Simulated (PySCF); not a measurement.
Vertical excitations of a molecule CH6ClNSi3 from TDA-PBE/def2-SVPD in PySCF, as energy in eV (oscillator strength): 3.37 (0.002), 4.08 (0.006), 4.30 (0.006), 4.64 (0.006), 4.75 (0.009), 5.03 (0.007), 5.26 (0.000), 5.41 (0.001), 5.46 (0.055), 5.70 (0.003). Lowest triplet (TDA): 2.64 eV. The structure is a stationary point at ωB97X-D3(BJ)/def2-SVP. The values are those of a single conformer.

### Question
Which molecule gave these data?
A) [SiH3]C1=N[Si@H](Cl)[SiH2]1
B) [SiH3][Si@@H]1N=C[Si@@H]1Cl
C) Cl[SiH2][Si@@H]1N=C[SiH2]1
D) [SiH3][Si@@H]1C=N[Si@@H]1Cl

### Answer
B, [SiH3][Si@@H]1N=C[Si@@H]1Cl
